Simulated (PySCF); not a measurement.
## [HgF2]-: breathing scan

Computed with PySCF, UPBE0, basis Hg def2-TZVPD with ECP60, F def2-TZVPD (scalar-relativistic core potentials, no spin–orbit coupling, density fitting).

Rigid scan from the doublet minimum (Hg–F 2.185 Å (×2); F–Hg–F 135.7°). Coordinate: all bonds to the central atom scaled together. Energies in kJ/mol from the minimum.

**Question.** Predict the curve at 0.88, 0.92, 0.96, 1.00, 1.04, 1.08, 1.14, 1.22, 1.35.

**Answer.** 
```tsv
scale of all bonds to the centre	E (kJ/mol)	dipole size (D, about the centre of mass)	⟨S²⟩
0.88	83.6	0.68	0.75
0.92	31.6	1.46	0.75
0.96	6.8	2.12	0.75
1.00	0.0	2.68	0.76
1.04	4.9	3.16	0.76
1.08	17.1	3.57	0.76
1.14	42.7	4.07	0.76
1.22	80.7	4.55	0.76
1.35	134.6	4.98	0.77
```

Spin–orbit coupling, left out here, can matter for elements this heavy.
